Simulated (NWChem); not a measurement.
# CH4BClO; SMILES COBCl

```xyz
8

B     -0.5127     0.0594     0.0000
H     -1.7054    -0.1322     0.0000
Cl     0.0919     1.7108     0.0000
O      0.3735    -0.9376     0.0000
C     -0.0023    -2.2939     0.0000
H      0.4150    -2.7841    -0.8923
H      0.4150    -2.7841     0.8923
H     -1.0975    -2.4156     0.0000
```
Atoms are numbered in this order, from 1.

Results from NWChem. Pople sets run with spherical d functions. Coordinates come from a PBE0/def2-SVP optimisation. B3LYP is NWChem's, with the RPA form of VWN correlation. Vertical excitations in the gas phase; the lowest state need not have the same character in each row.

For level LDA (Slater exchange, VWN5)/6-31+G*, full TDDFT:

```yaml
lowest excitation, singlet (eV): 6.06
lowest state with f > 0.02, singlet (eV): 6.88
lowest triplet (eV): 5.81
orbital gap (eV): 5.93
```

### Question
How do the values read with level B3LYP/6-31+G*, full TDDFT instead?

### Answer
| Property | Value |
|---|---|
| lowest excitation, singlet (eV) | 6.64 |
| lowest state with f > 0.02, singlet (eV) | 7.41 |
| lowest triplet (eV) | 6.30 |
| orbital gap (eV) | 7.93 |
